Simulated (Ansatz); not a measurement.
**Cost against result**

Saddle point of BH₂SF₃, closed shell (BHSF₂ ([F][B]([F])[SH]) + HF → BF₃ ([F][B]([F])[F]) + H₂S; bonds formed: B1–F6, S2–H5; bonds broken: B1–S2, H5–F6), PBE0-D4/def2-TZVP structure:

B1  (-0.599, -0.167, -0.308)
S2  (0.907, 1.125, -0.140)
F3  (-0.337, -1.246, -1.040)
F4  (-1.779, 0.433, -0.429)
H5  (0.388, 0.199, 1.162)
F6  (-0.429, -0.575, 1.241)
H7  (1.848, 0.231, -0.487)
(Å)

Barriers are electronic and count from the start structure reached by relaxing down the imaginary mode.

Computed with Ansatz 0.2.0 (basis: as named in each row); correlated methods freeze the cores. B3LYP uses VWN-RPA correlation. Extrapolation: Hartree–Fock as exp(−7.88 √X), correlation as X^−2.97.

Times are rough, for one single point on 4 threads of a shared host (Arm Neoverse V2).

The estimate by CCSD(T) at an estimated basis limit (MP2 extrapolated from triple and quadruple zeta, plus CCSD(T) − MP2 in triple zeta) is 0.724 eV.

```json
{"method": "HF", "basis": "STO-3G", "time (s)": "under 1", "barrier (eV)": "0.296", "method less estimate": "-0.427"}
{"method": "PBE-D4", "basis": "STO-3G", "time (s)": "under 1", "barrier (eV)": "-1.333", "method less estimate": "-2.057"}
{"method": "SPW92", "basis": "def2-SVP", "time (s)": "under 1", "barrier (eV)": "-0.376", "method less estimate": "-1.100"}
{"method": "B3LYP-D4", "basis": "6-31G", "time (s)": "under 1", "barrier (eV)": "0.299", "method less estimate": "-0.425"}
{"method": "PBE-D4", "basis": "def2-SVP", "time (s)": "under 1", "barrier (eV)": "0.048", "method less estimate": "-0.675"}
{"method": "PBE0-D4", "basis": "def2-SVP", "time (s)": "under 1", "barrier (eV)": "0.242", "method less estimate": "-0.482"}
{"method": "SPW92", "basis": "def2-TZVPP", "time (s)": "under 1", "barrier (eV)": "0.052", "method less estimate": "-0.671"}
{"method": "PBE-D4", "basis": "def2-TZVPP", "time (s)": "under 1", "barrier (eV)": "0.442", "method less estimate": "-0.282"}
{"method": "BLYP-D4", "basis": "def2-TZVPP", "time (s)": "1", "barrier (eV)": "0.618", "method less estimate": "-0.106"}
{"method": "BHLYP-D4", "basis": "def2-TZVPP", "time (s)": "1", "barrier (eV)": "0.809", "method less estimate": "0.086"}
{"method": "PBE0-D4", "basis": "def2-TZVPP", "time (s)": "1", "barrier (eV)": "0.557", "method less estimate": "-0.167"}
{"method": "B3LYP-D4", "basis": "def2-TZVPP", "time (s)": "1", "barrier (eV)": "0.682", "method less estimate": "-0.041"}
{"method": "CAM-B3LYP-D4", "basis": "def2-TZVPP", "time (s)": "1", "barrier (eV)": "0.631", "method less estimate": "-0.093"}
{"method": "CCSD(T)", "basis": "def2-SVP", "time (s)": "2", "barrier (eV)": "0.575", "method less estimate": "-0.149"}
{"method": "r2SCAN-D4", "basis": "def2-TZVPP", "time (s)": "2", "barrier (eV)": "0.454", "method less estimate": "-0.270"}
{"method": "r2SCAN0-D4", "basis": "def2-TZVPP", "time (s)": "2", "barrier (eV)": "0.552", "method less estimate": "-0.172"}
{"method": "RPA on PBE", "basis": "def2-TZVPP", "time (s)": "2", "barrier (eV)": "0.655", "method less estimate": "-0.068"}
{"method": "wB97M-V", "basis": "def2-SVP", "time (s)": "2", "barrier (eV)": "0.226", "method less estimate": "-0.497"}
{"method": "B2PLYP", "basis": "def2-TZVPP", "time (s)": "2", "barrier (eV)": "0.697", "method less estimate": "-0.027"}
{"method": "PBE-QIDH", "basis": "def2-TZVPP", "time (s)": "2", "barrier (eV)": "0.628", "method less estimate": "-0.096"}
{"method": "wB97X-V", "basis": "def2-TZVPP", "time (s)": "4", "barrier (eV)": "0.621", "method less estimate": "-0.103"}
{"method": "B97M-V", "basis": "def2-TZVPP", "time (s)": "4", "barrier (eV)": "0.649", "method less estimate": "-0.074"}
{"method": "wB97M-V", "basis": "def2-TZVPP", "time (s)": "4", "barrier (eV)": "0.587", "method less estimate": "-0.137"}
{"method": "MP2", "basis": "def2-QZVPP", "time (s)": "8", "barrier (eV)": "0.672", "method less estimate": "-0.052"}
{"method": "CCSD(T)", "basis": "def2-TZVPP", "time (s)": "44", "barrier (eV)": "0.693", "method less estimate": "-0.031"}
```

All methods are single points on the PBE0-D4 structures; a negative value means that the method puts the saddle structure below the start.

The T1 diagnostic stays at or below 0.013.

Labels in which every atom is bracketed show which atoms are joined, not bond orders.
